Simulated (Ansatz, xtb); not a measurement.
C7H5NS: which of two isomers lies lower

We compare X, `C#Cc1ccncc1S`, a singlet, with Y, `C#Cc1ncccc1S`, a singlet. Both are isolated molecules in the gas phase, relaxed with B3LYP/def2-SVP; the shapes shown needn't be the lowest conformers.

X (Å):

```xyz
14

C     1.2844    2.5868   -1.6691
C     0.5471    1.7578   -1.1738
C    -0.3209    0.7789   -0.5958
C    -0.7721   -0.3131   -1.3639
C    -1.6164   -1.2569   -0.7864
C    -1.6135   -0.1575    1.2200
C    -0.7591    0.8600    0.7500
N    -2.0302   -1.1808    0.4835
S    -0.3115    2.1448    1.8809
H     1.9360    3.3144   -2.1162
H    -0.4554   -0.4085   -2.4040
H    -1.9741   -2.1103   -1.3730
H    -1.9681   -0.1199    2.2575
H     0.4674    2.8346    1.0163
```

Y (Å):

```yaml
atoms:
  - { symbol: C, position_ang: [-2.0073, 3.4715, -0.7995] }
  - { symbol: C, position_ang: [-1.5768, 2.3547, -0.5939] }
  - { symbol: C, position_ang: [-1.0553, 1.0360, -0.3512] }
  - { symbol: C, position_ang: [-1.5317, -1.1803, 0.0690] }
  - { symbol: C, position_ang: [-0.1738, -1.5207, 0.1207] }
  - { symbol: C, position_ang: [0.7713, -0.5194, -0.0758] }
  - { symbol: C, position_ang: [0.3467, 0.7967, -0.3190] }
  - { symbol: N, position_ang: [-1.9550, 0.0573, -0.1594] }
  - { symbol: S, position_ang: [1.5828, 2.0394, -0.5634] }
  - { symbol: H, position_ang: [-2.4093, 4.4512, -0.9797] }
  - { symbol: H, position_ang: [-2.3037, -1.9435, 0.2192] }
  - { symbol: H, position_ang: [0.1347, -2.5512, 0.3113] }
  - { symbol: H, position_ang: [1.8395, -0.7488, -0.0424] }
  - { symbol: H, position_ang: [0.7206, 3.0656, -0.7481] }
```

Problem. Which of the two would you expect CCSD(T)/def2-SVP + ΔMP2/def2-TZVPP electronic energies to favour?

Solution. CCSD(T)/def2-SVP + ΔMP2/def2-TZVPP gives E(Y) − E(X) = +0.63 kcal/mol, slightly favouring structure X, which is too small a margin to settle the true order.

How the difference moves with the method:

```json
{"level": "GFN2-xTB", "geometry": "GFN2-xTB", "E(Y) − E(X) (kcal/mol)": "+0.37", "departure from the last row (kcal/mol)": "−0.26", "job, with rough time for the two": "optimisation, 0.28 s"}
{"level": "HF/STO-3G", "geometry": "GFN2-xTB", "E(Y) − E(X) (kcal/mol)": "+0.60", "departure from the last row (kcal/mol)": "−0.03", "job, with rough time for the two": "single point, 0.92 s"}
{"level": "r2SCAN-D4/def2-SVP", "geometry": "GFN2-xTB", "E(Y) − E(X) (kcal/mol)": "+0.45", "departure from the last row (kcal/mol)": "−0.18", "job, with rough time for the two": "single point, 9.6 s"}
{"level": "B3LYP/def2-SVP", "geometry": "B3LYP/def2-SVP", "E(Y) − E(X) (kcal/mol)": "+0.42", "departure from the last row (kcal/mol)": "−0.21", "job, with rough time for the two": "optimisation, 77 s"}
{"level": "HF/def2-SVP", "geometry": "B3LYP/def2-SVP", "E(Y) − E(X) (kcal/mol)": "+0.56", "departure from the last row (kcal/mol)": "−0.07", "job, with rough time for the two": "part of the CCSD(T) run"}
{"level": "MP2/def2-SVP", "geometry": "B3LYP/def2-SVP", "E(Y) − E(X) (kcal/mol)": "+0.55", "departure from the last row (kcal/mol)": "−0.08", "job, with rough time for the two": "part of the CCSD(T) run"}
{"level": "CCSD(T)/def2-SVP", "geometry": "B3LYP/def2-SVP", "E(Y) − E(X) (kcal/mol)": "+0.59", "departure from the last row (kcal/mol)": "−0.04", "job, with rough time for the two": "single point"}
{"level": "CCSD(T)/def2-SVP + ΔMP2/def2-TZVPP", "geometry": "B3LYP/def2-SVP", "E(Y) − E(X) (kcal/mol)": "+0.63", "departure from the last row (kcal/mol)": "", "job, with rough time for the two": "single point, 4.1 min"}
```

As drawn, both hold the same kinds of bond in the same numbers.

The largest departure from CCSD(T)/def2-SVP + ΔMP2/def2-TZVPP is that of GFN2-xTB, 0.26 kcal/mol. The last row adds to CCSD(T) the change of the MP2 difference between the two basis sets, here +0.04 kcal/mol.

With thermal terms from frequencies at re-optimised GFN2-xTB minima (ideal gas, soft modes damped towards free rotors, one conformer each, 298.15 K, 1 atm): on the last row, ΔE + ΔZPE = +0.63, ΔH = +0.62, ΔG = +0.64 kcal/mol.

The correlated steps freeze 13 core orbitals. Run with Ansatz 0.2.0, xtb 6.7.1; the last row on 2 threads of Arm Neoverse V1 on a shared host.
